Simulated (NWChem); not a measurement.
System: C4H5BO; SMILES C=CB(O)C#C

```xyz
11

C     -1.0869     2.1820     0.0000
C     -0.3228     1.2345     0.0000
B      0.6069     0.0043     0.0002
O      1.9434     0.2390    -0.0001
C      0.0210    -1.4438     0.0008
C     -1.2942    -1.7048    -0.0005
H     -1.7503     3.0284     0.0001
H      2.4611    -0.5729     0.0002
H      0.7090    -2.3025     0.0022
H     -1.6927    -2.7251    -0.0004
H     -2.0271    -0.8902    -0.0018
```
Atoms are numbered in this order, from 1.

All runs use the structure optimised with PBE0/def2-SVP.

Question: Give the principal values of the shielding tensors (ppm) of C1, C2, B3, O4, C5 from PBE0/pcSseg-1, GIAO (NWChem), with their diamagnetic and paramagnetic parts as GIAO splits them.

Answer: 
```tsv
atom	σ11	σ22	σ33	isotropic	diamagnetic	paramagnetic
C1	8.1	13.5	228.3	83.3	261.3	-178.0
C2	-6.4	-2.4	291.3	94.2	256.0	-161.9
B3	42.9	61.9	98.5	67.8	192.4	-124.7
O4	-2.8	170.4	291.9	153.2	388.3	-235.2
C5	-76.4	34.4	161.8	40.0	259.4	-219.4
```
